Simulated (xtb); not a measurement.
CH₄AlCl, SMILES [Cl][AlH][CH3]. All values are semi-empirical tight-binding results from xtb (GFN2-xTB unless named), good for trends rather than for accurate numbers. Geometry optimised at GFN2-xTB.

Optimised geometry:

Bond lengths (Å): Al1–H2 1.540, Al1–Cl3 2.026, Al1–C4 1.986, C4–H5 1.096, C4–H6 1.096, C4–H7 1.092. Angles (°): H2–Al1–Cl3 114.6, H2–Al1–C4 120.8, Cl3–Al1–C4 124.6, Al1–C4–H5 112.1, Al1–C4–H6 111.9, Al1–C4–H7 112.6, H5–C4–H6 105.7, H5–C4–H7 107.1, H6–C4–H7 107.0.

For metal compounds this method's bond lengths and energies can be far off.

Q: Estimate the properties. (Estimate from the structure and the level; the computed values follow.)

A: 
```
Quantity                                       Value
-------------------------------------  -------------
point group as xtb finds it                       Cs
orbital gap                                  4.65 eV
zero-point energy                      26.2 kcal/mol
G − E(el) at 298.15 K (modified RRHO)   8.1 kcal/mol
```

Computed atomic charges and the Wiberg bond orders between heavy atoms:
charges (e) Al1 0.33, H2 -0.13, Cl3 -0.16, C4 -0.22, H5 0.07, H6 0.06, H7 0.06. Bond orders Al1–Cl3 1.37, Al1–C4 1.06.
